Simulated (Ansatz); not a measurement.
Cr₂S₃, relaxed as a singlet with RKS PBE0-D4/def2-SVP in Ansatz, starting from the GFN2-xTB geometry. Force threshold 0.02 eV/Å.

The restricted singlet is unstable towards broken spin symmetry at other levels; at PBE0-D4/def2-SVP this wasn't settled. Another isomer (singlet) lies 0.86 eV lower at PBE0-D4/def2-TZVP; other spin states weren't run for this one.

Start:

Cartesian coordinates in Å:
```
Cr 1.600 -0.098 -1.405
Cr -0.102 0.208 -0.011
S 0.740 2.029 -1.018
S -0.376 -1.023 1.894
S -1.862 -1.115 0.541
```

```json
{"step": "1", "energy (eV)": "-89305.0466", "largest force component (eV/Å)": "3.468", "SCF passes": "114"}
{"step": "2", "energy (eV)": "-89306.0809", "largest force component (eV/Å)": "3.985", "SCF passes": "65"}
{"step": "3", "energy (eV)": "-89306.9690", "largest force component (eV/Å)": "0.703", "SCF passes": "55"}
{"step": "4", "energy (eV)": "-89307.2229", "largest force component (eV/Å)": "0.937", "SCF passes": "51"}
{"step": "5", "energy (eV)": "-89307.4568", "largest force component (eV/Å)": "1.044", "SCF passes": "47"}
{"step": "6", "energy (eV)": "-89307.7027", "largest force component (eV/Å)": "1.800", "SCF passes": "47"}
{"step": "7", "energy (eV)": "-89307.9681", "largest force component (eV/Å)": "1.540", "SCF passes": "44"}
{"step": "8", "energy (eV)": "-89308.1402", "largest force component (eV/Å)": "1.339", "SCF passes": "46"}
{"step": "9", "energy (eV)": "-89308.1928", "largest force component (eV/Å)": "0.283", "SCF passes": "39"}
{"step": "10", "energy (eV)": "-89308.2049", "largest force component (eV/Å)": "0.050", "SCF passes": "37"}
{"step": "11", "energy (eV)": "-89308.2051", "largest force component (eV/Å)": "0.020", "SCF passes": "33"}
```

Force components are those of the run's own axes.

End:

```xyz
5

Cr    0.642   -0.255   -0.577
Cr   -0.303    0.831    0.165
S     1.067    1.830   -1.319
S     0.012   -1.084    1.613
S    -1.418   -1.322    0.118
```

Bonds formed: Cr1–S4, Cr1–S5 (atoms count from 1).

No frequencies were taken in this run, so the end may be a saddle point.

It took 48 s on 4 threads of AMD EPYC 7R43 on a shared host.
